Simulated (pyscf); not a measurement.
**HO–SiH(SiH₃)–GeH₃ (SMILES O[SiH]([SiH3])[GeH3]), singlet**

Gas-phase minimum from PySCF at ωB97X-D3(BJ)/def2-SVP, one conformer. 

```xyz
12

O      0.9896     1.1653    -0.3973
Si     0.2554    -0.0815     0.4583
Si    -1.1402     0.9111     2.0345
Ge    -1.0195    -1.4519    -0.9995
H      1.5458     0.9064    -1.1396
H      1.2656    -0.9523     1.1408
H     -1.8155    -0.1705     2.8140
H     -0.3796     1.7853     2.9741
H     -2.1833     1.7218     1.3403
H     -1.5844    -2.6737    -0.2541
H     -2.1976    -0.6613    -1.5942
H     -0.1572    -1.9614    -2.1702
```

Bonds (Å): O1–Si2 1.681, O1–H5 0.963, Si2–Si3 2.327, Si2–Ge4 2.372, Si2–H6 1.498, Si3–H7 1.494, Si3–H8 1.492, Si3–H9 1.492, Ge4–H10 1.539, Ge4–H11 1.538, Ge4–H12 1.541. Bond angles (°): Si2–O1–H5 116.4, O1–Si2–Si3 106.9, O1–Si2–Ge4 110.5, O1–Si2–H6 111.6, Si3–Si2–Ge4 109.9, Si3–Si2–H6 110.1, Ge4–Si2–H6 107.8, Si2–Si3–H7 108.4, Si2–Si3–H8 111.8, Si2–Si3–H9 109.6, H7–Si3–H8 109.0, H7–Si3–H9 108.7, H8–Si3–H9 109.3, Si2–Ge4–H10 111.0 (the first ones only).

Properties at ωB97X-D3(BJ)/def2-SVP:

| Property | Value |
|---|---|
| Harmonic wavenumbers, unscaled | 80, 84, 99, 146, 164, 240, 340, 413, 433, 496, 536, 548, 727, 791, 827, 845, 880, 901, 906, 927, 950, 955, 2162, 2174, 2176, 2204, 2240, 2251, 2257, 3923 cm⁻¹ |
| Zero-point energy | 45.3 kcal/mol |
| Rotational symmetry number | 1 |
| Entropy of this conformer at 298 K and 1 atm, rigid rotor and harmonic oscillator, modes under 100 cm⁻¹ raised to 100 | 390.7 J/(mol K) |
| Dipole moment | 1.19 D |

Single-point totals, which compare only within one level:

```csv
level,total energy (hartree)
ωB97X-D3(BJ)/def2-TZVP,-2736.14539
PBE/def2-TZVP,-2735.39548
r²SCAN/def2-TZVP,-2736.00532
B3LYP-D3(BJ)/def2-TZVP,-2736.22312
PBE0-D3(BJ)/def2-TZVP,-2735.52446
M06-2X/def2-TZVP,-2736.01953
ωB97M-D3(BJ)/def2-TZVP,-2736.22228
```

Soft torsions are taken as harmonic, which can shift the entropy by several J/(mol K). Elements up to Kr have no core potential and no relativistic terms here.
